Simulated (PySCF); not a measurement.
C6H11N3.
Numbering: `[CH3:1][C:2]([CH3:3])([CH3:4])[c:5]1[cH:6][n:7][nH:8][n:9]1` (hydrogens: H10, H11, H12 on C1; H13, H14, H15 on C3; H16, H17, H18 on C4; H19 on C6; H20 on N8)

Computed with PySCF at PBE0/pcSseg-1 and PBE0/def2-SVPD, non-relativistic, on one gas-phase PBE0-D3(BJ)/def2-SVP geometry that isn't relaxed in the solvent. The solvent is an IEF-PCM continuum (van der Waals radii × 1.2). The model holds no explicit solvent molecules, cavitation or dispersion.

Gas phase at PBE0/pcSseg-1: HOMO -7.59 eV, LUMO -0.07 eV, dipole 0.51 D.

Task: What does the continuum do to the energy, the frontier levels and the dipole at PBE0/pcSseg-1 in chloroform?

Result: 
```json
{"solvent": "chloroform", "ε": "4.711", "E(solvent) − E(gas) (kcal/mol)": "-5.01", "polarisation term (kcal/mol)": "-5.39", "distortion of the solute (kcal/mol)": "0.38", "HOMO (eV)": "-7.58", "LUMO (eV)": "-0.12", "dipole (D)": "0.65"}
```

The polarisation term is half the interaction of the solute with the surface charges that it induces; the rest is the cost of distorting the solute's density. The sum is the electrostatic part of solvation alone.

Task: Which Hirshfeld charges (PBE0/pcSseg-1) respond most in chloroform (means over atoms taken as equivalent)?

Result: 
| atoms | environment | gas (e) | solvent (e) | change |
| --- | --- | --- | --- | --- |
| N7 | pyridine-type nitrogen | -0.143 | -0.159 | -0.016 |
| H20 | N–H hydrogen | +0.167 | +0.180 | +0.013 |
| N9 | pyridine-type nitrogen | -0.128 | -0.138 | -0.010 |
| H19 | aromatic hydrogen | +0.061 | +0.066 | +0.005 |
| N8 | pyrrole-type nitrogen | +0.038 | +0.043 | +0.005 |
| C6 | aromatic CH next to a ring nitrogen | -0.038 | -0.040 | -0.002 |
| H10 (×9) | methyl hydrogen | +0.038 | +0.039 | +0.001 |
| C5 | substituted aromatic carbon | +0.029 | +0.029 | 0.000 |

Task: Which Mayer bond orders change most in chloroform?

Result: 
```json
{"bond": "C5–C6", "length (Å)": "1.412", "gas": "1.354", "solvent": "1.366", "change": "+0.012"}
{"bond": "N8–H20", "length (Å)": "1.013", "gas": "0.932", "solvent": "0.923", "change": "-0.009"}
{"bond": "C6–N7", "length (Å)": "1.330", "gas": "1.506", "solvent": "1.497", "change": "-0.009"}
{"bond": "N8–N9", "length (Å)": "1.313", "gas": "1.256", "solvent": "1.265", "change": "+0.009"}
{"bond": "N7–N8", "length (Å)": "1.310", "gas": "1.255", "solvent": "1.260", "change": "+0.005"}
{"bond": "N9–C5", "length (Å)": "1.333", "gas": "1.459", "solvent": "1.454", "change": "-0.005"}
{"bond": "C6–H19", "length (Å)": "1.087", "gas": "0.992", "solvent": "0.989", "change": "-0.003"}
{"bond": "C2–C4", "length (Å)": "1.529", "gas": "1.048", "solvent": "1.051", "change": "+0.003"}
```

Task: How do the nuclear quadrupole coupling constants eQVzz/h respond in chloroform?

Result: 
```
  nucleus  Q (barn)  gas (MHz)  solvent (MHz)  η gas  η solvent
14N at N7   0.02044      -5.12          -4.99   0.33       0.34
14N at N8   0.02044      -3.62          -3.45   0.50       0.63
14N at N9   0.02044      -4.92          -4.83   0.43       0.44
```

Gas phase at PBE0/def2-SVPD: HOMO -7.61 eV, LUMO -0.17 eV, dipole 0.53 D.

Task: What does the continuum do to the energy, the frontier levels and the dipole at PBE0/def2-SVPD in chloroform?

Result: 
```json
{"solvent": "chloroform", "ε": "4.711", "E(solvent) − E(gas) (kcal/mol)": "-4.97", "polarisation term (kcal/mol)": "-5.42", "distortion of the solute (kcal/mol)": "0.45", "HOMO (eV)": "-7.59", "LUMO (eV)": "-0.20", "dipole (D)": "0.68"}
```

Task: How does the static polarisability (PBE0/def2-SVPD, frozen core, with the continuum's full static response) change?

Result: 
| medium | isotropic (au) | principal values (au) | ⟨r²⟩ of the electrons (bohr²) |
| --- | --- | --- | --- |
| gas | 89.9 | 73.7, 90.4, 105.6 | 1200.2 |
| chloroform | 112.4 | 91.9, 115.9, 129.4 | 1199.6 |

The isotropic value in chloroform is 1.25 times the gas-phase one; no cavity-field correction is applied. ⟨r²⟩ is taken about the centre of nuclear charge.

Hardware: Intel Xeon Platinum 8259CL at 2.50 GHz, one thread (shared host). Cost: 52 s of wall time, 1.1 GiB resident at most. This is the whole shielding run at PBE0/pcSseg-1 in chloroform, SCF included.

The values belong to the conformer `[CH3:1][C:2]([CH3:3])([CH3:4])[c:5]1[cH:6][n:7][nH:8][n:9]1`: C1–C2–C5–C6 127°.
